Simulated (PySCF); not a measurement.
Isomers of C4H10O3Si2.

All values: PBE0/pcSseg-1 (PySCF) at GFN2-xTB geometries, gas phase, one conformer each.

Problem. Rank by HOMO–LUMO gap, highest first.
A. `[CH3:1][O:2][C@H:3]([O:4][SiH3:5])[SiH2:6][CH:7]=[C:8]=[O:9]` with C1–O2–C3–O4 -70°, O2–C3–O4–Si5 149°, O2–C3–Si6–C7 -65°, C3–Si6–C7–C8 11°
B. `[CH2:1]=[CH:2][Si@@:3]([OH:4])([CH:5]=[O:6])[SiH2:7][O:8][CH3:9]` with C1–C2–Si3–O4 7°, C2–Si3–O4–H 85°, C2–Si3–C5–O6 -116°, C2–Si3–Si7–O8 -56°, Si3–Si7–O8–C9 177°
C. `[CH2:1]=[CH:2][O:3][SiH2:4][CH2:5][C:6](=[O:7])[O:8][SiH3:9]` with C1–C2–O3–Si4 -1°, C2–O3–Si4–C5 -179°, O3–Si4–C5–C6 176°, Si4–C5–C6–O7 -98°, C5–C6–O8–Si9 -177°
D. `[CH:1]#[C:2][SiH2:3][O:4][SiH:5]([O:6][CH3:7])[O:8][CH3:9]` with C2–Si3–O4–Si5 -72°, Si3–O4–Si5–O6 -80°, O4–Si5–O6–C7 178°, O4–Si5–O8–C9 51°

Solution. D (7.84 eV), C (7.10 eV), A (6.28 eV), B (5.17 eV).

Problem. Rank by the highest Hirshfeld charge on any atom, lowest value first.
A. `[CH:1]#[C:2][SiH2:3][O:4][SiH:5]([O:6][CH3:7])[O:8][CH3:9]` with C2–Si3–O4–Si5 -72°, Si3–O4–Si5–O6 -80°, O4–Si5–O6–C7 178°, O4–Si5–O8–C9 51°
B. `[CH2:1]=[CH:2][Si@@:3]([OH:4])([CH:5]=[O:6])[SiH2:7][O:8][CH3:9]` with C1–C2–Si3–O4 7°, C2–Si3–O4–H 85°, C2–Si3–C5–O6 -116°, C2–Si3–Si7–O8 -56°, Si3–Si7–O8–C9 177°
C. `[CH2:1]=[CH:2][O:3][SiH2:4][CH2:5][C:6](=[O:7])[O:8][SiH3:9]` with C1–C2–O3–Si4 -1°, C2–O3–Si4–C5 -179°, O3–Si4–C5–C6 176°, Si4–C5–C6–O7 -98°, C5–C6–O8–Si9 -177°
D. `[CH3:1][O:2][C@H:3]([O:4][SiH3:5])[SiH2:6][CH:7]=[C:8]=[O:9]` with C1–O2–C3–O4 -70°, O2–C3–O4–Si5 149°, O2–C3–Si6–C7 -65°, C3–Si6–C7–C8 11°

Solution. B (+0.347 e), D (+0.380 e), C (+0.416 e), A (+0.497 e).

Problem. Rank by the lowest Hirshfeld charge on any atom, highest value first.
A. `[CH3:1][CH2:2][O:3][C@@H:4]1[SiH2:5][O:6][SiH2:7][C:8]1=[O:9]` with C1–C2–O3–C4 180°, C2–O3–C4–Si5 178°, O3–C4–Si5–O6 -78°, C4–Si5–O6–Si7 -8°, Si5–O6–Si7–C8 -15°, O6–Si7–C8–O9 -128°
B. `[CH3:1][O:2][C@H:3]([O:4][SiH3:5])[SiH2:6][CH:7]=[C:8]=[O:9]` with C1–O2–C3–O4 -70°, O2–C3–O4–Si5 149°, O2–C3–Si6–C7 -65°, C3–Si6–C7–C8 11°
C. `[CH:1]#[C:2][SiH2:3][O:4][SiH:5]([O:6][CH3:7])[O:8][CH3:9]` with C2–Si3–O4–Si5 -72°, Si3–O4–Si5–O6 -80°, O4–Si5–O6–C7 178°, O4–Si5–O8–C9 51°
D. `[CH2:1]=[CH:2][O:3][SiH2:4][CH2:5][C:6](=[O:7])[O:8][SiH3:9]` with C1–C2–O3–Si4 -1°, C2–O3–Si4–C5 -179°, O3–Si4–C5–C6 176°, Si4–C5–C6–O7 -98°, C5–C6–O8–Si9 -177°

Solution. B (-0.224 e), D (-0.257 e), C (-0.297 e), A (-0.317 e).

All values together:

```csv
SMILES,μ (D),HOMO (eV),LUMO (eV),lowest IAO charge (e),highest IAO charge (e),lowest Hirshfeld charge (e),highest Hirshfeld charge (e)
CO[C@H](O[SiH3])[SiH2]C=C=O,1.30,-7.12,-0.84,-0.682 (C),+0.867 (Si),-0.224 (O/C),+0.380 (Si)
C#C[SiH2]O[SiH](OC)OC,1.63,-8.21,-0.37,-0.882 (O),+1.494 (Si),-0.297 (O),+0.497 (Si)
C=CO[SiH2]CC(=O)O[SiH3],1.84,-7.24,-0.15,-0.598 (O),+1.026 (Si),-0.257 (O),+0.416 (Si)
CCO[C@@H]1[SiH2]O[SiH2]C1=O,2.09,-6.64,-1.57,-0.896 (O),+1.037 (Si),-0.317 (O),+0.414 (Si)
C=C[Si@@](O)(C=O)[SiH2]OC,2.55,-6.76,-1.59,-0.794 (O),+0.953 (Si),-0.304 (O),+0.347 (Si)
```

Conformers: `[CH3:1][O:2][C@H:3]([O:4][SiH3:5])[SiH2:6][CH:7]=[C:8]=[O:9]` with C1–O2–C3–O4 -70°, O2–C3–O4–Si5 149°, O2–C3–Si6–C7 -65°, C3–Si6–C7–C8 11°; `[CH:1]#[C:2][SiH2:3][O:4][SiH:5]([O:6][CH3:7])[O:8][CH3:9]` with C2–Si3–O4–Si5 -72°, Si3–O4–Si5–O6 -80°, O4–Si5–O6–C7 178°, O4–Si5–O8–C9 51°; `[CH2:1]=[CH:2][O:3][SiH2:4][CH2:5][C:6](=[O:7])[O:8][SiH3:9]` with C1–C2–O3–Si4 -1°, C2–O3–Si4–C5 -179°, O3–Si4–C5–C6 176°, Si4–C5–C6–O7 -98°, C5–C6–O8–Si9 -177°; `[CH3:1][CH2:2][O:3][C@@H:4]1[SiH2:5][O:6][SiH2:7][C:8]1=[O:9]` with C1–C2–O3–C4 180°, C2–O3–C4–Si5 178°, O3–C4–Si5–O6 -78°, C4–Si5–O6–Si7 -8°, Si5–O6–Si7–C8 -15°, O6–Si7–C8–O9 -128°; `[CH2:1]=[CH:2][Si@@:3]([OH:4])([CH:5]=[O:6])[SiH2:7][O:8][CH3:9]` with C1–C2–Si3–O4 7°, C2–Si3–O4–H 85°, C2–Si3–C5–O6 -116°, C2–Si3–Si7–O8 -56°, Si3–Si7–O8–C9 177°.
